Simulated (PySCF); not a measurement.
B(I)2(OMe) (CH3BI2O), SMILES COB(I)I.

Geometry optimised at r2SCAN-D4/def2-SVP. The def2 effective core potentials stand for the cores of I; spin–orbit coupling is left out. The values are those of a single conformer.

Method: ωB97X/def2-TZVP in PySCF.

Gas-phase values at a fixed geometry.

Question: Estimate the frontier levels, gap, dipole moment and polarisability. (Estimate from the structure and the level; the computed values follow.)

Answer: 
- highest occupied level: -9.48 eV
- lowest empty level: 1.09 eV
- orbital gap: 10.57 eV
- dipole moment: 2.53 D
- quadrupole, principal values (traceless, Buckingham form, about the centre of nuclear charge): -5.83, -3.64, 9.47 D·Å
- mean static polarisability: 93.4 bohr³ (13.84 Å³)
- polarisability, principal values: 68.2, 92.6, 119.3 bohr³
